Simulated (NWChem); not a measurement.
System: CH6F2Si2; SMILES C[Si@@H](F)[SiH2]F

Input file for NWChem:

```
start job
memory heap 200 mb stack 900 mb global 1100 mb
geometry units angstroms noautoz
  C      1.197119    -2.086907     0.057968
  Si    -0.118888    -0.834541    -0.375745
  F     -1.490118    -1.214668     0.430835
  Si     0.512677     1.334635     0.271658
  F     -0.551930     2.420148    -0.322120
  H      1.423490    -2.078509     1.135169
  H      2.128664    -1.878587    -0.492389
  H      0.862586    -3.100628    -0.212910
  H     -0.432769    -0.881078    -1.835416
  H      0.545283     1.475695     1.758184
  H      1.864027     1.670251    -0.273745
end
basis spherical
  C library def2-svp
  Si library def2-svp
  F library def2-svp
  H library def2-svp
end
dft
  xc b3lyp
  iterations 150
  mulliken
end
task dft energy
```

All runs use the structure optimised with PBE0/def2-SVP. B3LYP is NWChem's, with the RPA form of VWN correlation.

Predict the main results of this run. (B3LYP/def2-SVP.) Quantities: energy (Ha); highest occupied level (eV); orbital gap (eV); dipole (D).


```yaml
energy (Ha): -820.17
highest occupied level (eV): -7.89
orbital gap (eV): 7.26
dipole (D): 2.76
```
